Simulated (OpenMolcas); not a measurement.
## GaCl2O (SMILES [O][Ga]([Cl])[Cl]): the vertical electron affinity from total energies

The species is GaCl2O (4 atoms), meant as a doublet with charge 0. As SMILES, `[O][Ga]([Cl])[Cl]`. Geometry: relaxed at PBE0-D4/def2-TZVP.

Both states at this one shape; open shells run unrestricted unless said. 1 Eh = 27.2114 eV.

```tsv
level	program	doublet GaCl2O (Eh)	singlet GaCl2O− (Eh)
UBLYP/aug-cc-pVDZ	OpenMolcas	-2920.573627	-2920.695024
UPBE/aug-cc-pVDZ	OpenMolcas	-2919.773369	-2919.898197
UM06-L/aug-cc-pVDZ	OpenMolcas	-2920.457421	-2920.566622
UPBE0/aug-cc-pVDZ	OpenMolcas	-2919.890636	-2920.002884
```

Work out the vertical electron affinity, E(N) − E(N+1), at each level.


1. UBLYP/aug-cc-pVDZ: -2920.573627 − (-2920.695024) = 0.121397 Eh = 3.30 eV.
2. UPBE/aug-cc-pVDZ: -2919.773369 − (-2919.898197) = 0.124828 Eh = 3.40 eV.
3. UM06-L/aug-cc-pVDZ: -2920.457421 − (-2920.566622) = 0.109201 Eh = 2.97 eV.
4. UPBE0/aug-cc-pVDZ: -2919.890636 − (-2920.002884) = 0.112248 Eh = 3.05 eV.

No measured value is set beside it here; the levels span 2.97 to 3.40 eV. All-electron rows are non-relativistic unless named.
